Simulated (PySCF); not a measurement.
SMILES [Zr]([Br])([Br])([Br])[Br], B3LYP/def2-SVP optimised geometry.

```
5

Zr    -0.83    -1.17     0.00
Br    -1.66    -2.35     2.03
Br    -1.66    -2.35    -2.03
Br    -1.66     1.17     0.00
Br     1.66    -1.17     0.00
```

Density from B3LYP/def2-TZVP, def2 effective core potentials past Kr (PySCF) at that geometry. The core electrons that the potentials of Zr replace are not part of the density.

Minimum of the electron density along straight lines between bonded atoms, close to the bond critical point (lines longer than 1.1 times the sum of covalent radii, or with two minima, are not listed):

```csv
bond,length / Å,ρ at the minimum / e bohr⁻³,∇²ρ there / e bohr⁻⁵,position (fraction from the first atom)
Zr1–Br2,2.490,0.079,0.15,0.47
Zr1–Br3,2.490,0.079,0.15,0.47
Zr1–Br4,2.490,0.079,0.15,0.47
Zr1–Br5,2.490,0.079,0.15,0.47
```
